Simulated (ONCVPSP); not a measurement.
## erbium (Er): ONCV pseudisation with PBEsol, scalar-relativistic reference atom.

* Element: Er (Z = 68)
* Generator: ONCVPSP 4.0.1
* Type: optimised norm-conserving Vanderbilt (ONCV)
* Functional: PBEsol
* Relativity: scalar-relativistic
* Frozen core: [Kr]
* Valence charge: 32
* Reference configuration: 4d10 4f12 5s2 5p6 6s1 6p1
* Partial waves: 5s+6s: rc 2.30 bohr, ncon 4, nbas 8, qcut 5.7 1/bohr, 2 projectors; 5p+6p: rc 2.35 bohr, ncon 5, nbas 8, qcut 6.7 1/bohr, 2 projectors; 4d: rc 1.18 bohr, ncon 3, nbas 7, qcut 18 1/bohr, 3 projectors, debl 3.6 Ha; 4f: rc 0.95 bohr, ncon 4, nbas 8, qcut 21.6 1/bohr, 2 projectors, debl 1.6 Ha
* Local potential: polynomial inside 0.65 bohr (lpopt 5, dvloc0 1 Ha)
* Core correction: Teter function fitted to the true core (icmod 2), fcfact 0.55

In the d channel the program set the typed energies aside and used -6.127, 0.250, 3.850 Ha.

(1) Estimate the cutoffs (Ha) at which the residual kinetic energy of the hardest occupied pseudo-wave falls to 1 and 0.1 mHa per electron.

(2) What does a ghost test show?

(3) Which valence shell sets the plane-wave cutoff?

## Answers

(1) 161 Ha and 180 Ha.

(2) Ghosts flagged at negative energy: s at -614.0 eV, p at -255.6 eV; no localised positive-energy state flagged. A true bound ghost makes a file unfit for plane-wave use.

(3) 4f: 161 Ha for 1 mHa per electron, against 96 Ha for 4d.

Tests left out (the all-electron energies of this program are off by 10 to 40 meV for near-neutral 4f atoms).
